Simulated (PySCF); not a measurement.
**I (iodine, neutral) across methods**

[Kr] 4d10 5s2 5p5, 2P determinant. Calculation: PySCF 2.14, in aug-cc-pwCVTZ-PP with ECP28MDF (8s7p6d4f1g, 96 functions); scalar relativity through the core potential. The B2PLYP total includes its PT2 part (frozen core); its orbital energies are those of the SCF part.

| method | E (hartree) | mean ε 5s β (eV) | mean ε 5p α (eV) | mean ε 5p β (eV) | Σ⟨r²⟩ (bohr²) | ⟨S²⟩ |
| --- | --- | --- | --- | --- | --- | --- |
| B2PLYP | -295.4141 | -20.263 | -9.573 | -8.793 | 60.05 | 0.755 |
| TPSS | -295.5737 | -17.157 | -7.488 | -6.822 | 59.79 | 0.753 |
| PBE | -295.6718 | -17.071 | -7.383 | -6.723 | 59.97 | 0.753 |
| r2SCAN | -295.8063 | -17.443 | -7.754 | -7.000 | 59.55 | 0.756 |
| PBE0 | -295.6980 | -18.740 | -8.601 | -7.871 | 59.70 | 0.754 |
| UHF | -294.66242 | -22.667 | -11.422 | -10.417 | 60.23 | 0.761 |
| CAM-B3LYP | -295.6919 | -20.448 | -9.847 | -9.183 | 59.93 | 0.753 |
| LDA | -295.2676 | -17.414 | -7.492 | -6.869 | 59.90 | 0.751 |

Q: Estimate the same row for HSE06.

A: E (hartree) = -295.6962; mean ε 5s β (eV) = -18.335; mean ε 5p α (eV) = -8.176; mean ε 5p β (eV) = -7.467; Σ⟨r²⟩ (bohr²) = 59.81; ⟨S²⟩ = 0.754.

Energies and moments cover only the electrons outside the core potential.
